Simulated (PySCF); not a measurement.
Molfile (atoms numbered from 1):
```
C5H14OSi2
     RDKit          3D

 22 21  0  0  0  0  0  0  0  0999 V2000
   -2.6141   -0.2132   -1.0057 C   0  0  0  0  0  0  0  0  0  0  0  0
   -1.6661   -0.3039   -0.0616 C   0  0  0  0  0  0  0  0  0  0  0  0
   -1.9513   -0.8171    1.3210 C   0  0  0  0  0  0  0  0  0  0  0  0
    0.0800    0.2601   -0.4824 Si  0  0  1  0  0  4  0  0  0  0  0  0
    0.2244    0.5238   -2.1349 O   0  0  0  0  0  0  0  0  0  0  0  0
    0.4831    2.3465    0.5120 Si  0  0  0  0  0  4  0  0  0  0  0  0
    1.3229   -1.0341    0.0992 C   0  0  0  0  0  0  0  0  0  0  0  0
    2.7700   -0.7076   -0.2588 C   0  0  0  0  0  0  0  0  0  0  0  0
   -2.3912    0.1798   -2.0031 H   0  0  0  0  0  0  0  0  0  0  0  0
   -3.6515   -0.5174   -0.8163 H   0  0  0  0  0  0  0  0  0  0  0  0
   -1.3699   -1.7293    1.5363 H   0  0  0  0  0  0  0  0  0  0  0  0
   -1.6645   -0.0788    2.0892 H   0  0  0  0  0  0  0  0  0  0  0  0
   -3.0180   -1.0530    1.4591 H   0  0  0  0  0  0  0  0  0  0  0  0
    0.0758   -0.2477   -2.6914 H   0  0  0  0  0  0  0  0  0  0  0  0
    1.8680    2.8523    0.2530 H   0  0  0  0  0  0  0  0  0  0  0  0
    0.3141    2.2243    1.9972 H   0  0  0  0  0  0  0  0  0  0  0  0
   -0.4955    3.3634    0.0168 H   0  0  0  0  0  0  0  0  0  0  0  0
    1.0199   -2.0008   -0.3447 H   0  0  0  0  0  0  0  0  0  0  0  0
    1.2066   -1.1626    1.1900 H   0  0  0  0  0  0  0  0  0  0  0  0
    2.8851   -0.5437   -1.3415 H   0  0  0  0  0  0  0  0  0  0  0  0
    3.4598   -1.5149    0.0330 H   0  0  0  0  0  0  0  0  0  0  0  0
    3.1115    0.2131    0.2407 H   0  0  0  0  0  0  0  0  0  0  0  0
  1  2  2  0
  2  3  1  0
  2  4  1  0
  4  5  1  6
  4  6  1  0
  4  7  1  0
  7  8  1  0
  1  9  1  0
  1 10  1  0
  3 11  1  0
  3 12  1  0
  3 13  1  0
  5 14  1  0
  6 15  1  0
  6 16  1  0
  6 17  1  0
  7 18  1  0
  7 19  1  0
  8 20  1  0
  8 21  1  0
  8 22  1  0
M  END
```

Geometry: PBE0-D3(BJ)/def2-SVP; GIAO shifts from PySCF 2.14.0 with density-fitted response routines, gas phase, non-relativistic, averaged over equivalent atoms.

At PBE0/pcSseg-1 (220 basis functions, 72 s wall time on 1 thread of an Arm Neoverse N1, shared host):
| atoms | δ (ppm) |
| --- | --- |
| C2 | 156.7 |
| C1 | 134.9 |
| C3 | 23.7 |
| C7 | 12.9 |
| C8 | 9.3 |
| Si4 | 13.5 |
| Si6 | -114.6 |
| O5 | 26.6 |
| H10 | 5.98 |
| H9 | 5.84 |
| H15/H16/H17 | 3.40 |
| H11/H12/H13 | 1.78 |
| H20/H21/H22 | 1.18 |
| H19 | 0.60 |
| H18 | 0.54 |
| H14 | 0.33 |

Scale: TMS for ¹³C (σref 184.41) and ²⁹Si (σref 351.99) and ¹H (σref 31.27); ¹⁷O (σref 334.56) vs H2O (reference shieldings calculated alike).

Predict the values at KT2/pcSseg-1 on the same geometry.

Answers


```tsv
atoms	δ at KT2/pcSseg-1	change
C2	147.1	-9.6
C1	123.7	-11.2
C3	24.3	+0.6
C7	15.8	+2.9
C8	10.4	+1.1
Si4	14.8	+1.3
Si6	-119.2	-4.6
O5	31.4	+4.8
H10	5.77	-0.21
H9	5.61	-0.23
H15/H16/H17	3.41	+0.01
H11/H12/H13	1.80	+0.02
H20/H21/H22	1.21	+0.03
H19	0.76	+0.16
H18	0.65	+0.11
H14	0.15	-0.18
```

δ = σ(ref) − σ, references computed at the same level: ¹³C (σ = 183.22 ppm), ²⁹Si (σ = 361.05 ppm), ¹H (σ = 31.18 ppm) against TMS; ¹⁷O (σ = 330.66 ppm) against H2O.

The largest change is at C1 (terminal =CH2 carbon). Cost: 220 basis functions, 94 s wall time on 1 thread of an Arm Neoverse N1, shared host. The order of the carbon signals is the same at both levels.

Experimental scales use liquid or dissolved standards, which lie at an offset from isolated H2O (liquid H2O: subtract about 36 ppm).
